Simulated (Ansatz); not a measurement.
The C4–H7 bond of C2H6Te (SMILES CC[TeH]) is stretched (multiplicity 1, the rest rigid).
Geometry at rest (charge 0, multiplicity 1):
| atom | x (Å) | y (Å) | z (Å) |
|---|---|---|---|
| Te | -0.4414 | -0.1550 | 0.4519 |
| H | -1.5242 | -0.0119 | -0.8034 |
| C | 1.2807 | -0.1981 | -0.8815 |
| C | 1.4841 | 1.0824 | -1.6720 |
| H | 1.1513 | -1.0651 | -1.5249 |
| H | 2.1171 | -0.3995 | -0.2124 |
| H | 1.6069 | 1.9417 | -1.0124 |
| H | 0.6348 | 1.2842 | -2.3261 |
| H | 2.3775 | 1.0028 | -2.2993 |

Correlated levels freeze the cores. Filled d and f shells under p-block atoms count as core.

Codes used: Ansatz (Gaussian orbitals). Values without a source in brackets are computed. In def2 rows elements past Kr take small-core potentials, without spin–orbit coupling.

FIC-MRCISD+Q on CASSCF(2,2)/def2-SVP, total energies (hartree):

| R (Å) | CASSCF | MRCISD | weight c² of the reference |
|---|---|---|---|
| 1.090 | -346.165231 | -346.539615 | 0.87314 |
| 1.908 | -346.063552 | -346.428815 | 0.87290 |
| 3.489 | -346.004388 | -346.364532 | 0.87366 |

**Question.** Add the Davidson correction (E_MRCISD − E_CASSCF)(1 − c²)/c² and give the energies above the first point at the three levels.

**Answer.** 
Corrections (hartree): -0.054397, -0.053185, -0.052079. Above the first point (kcal/mol):
- R = 1.908 Å: CASSCF 63.8, MRCISD 69.5, with the correction 70.3
- R = 3.489 Å: CASSCF 100.9, MRCISD 109.9, with the correction 111.3

Ansatz is a quantum-chemistry and plane-wave program.
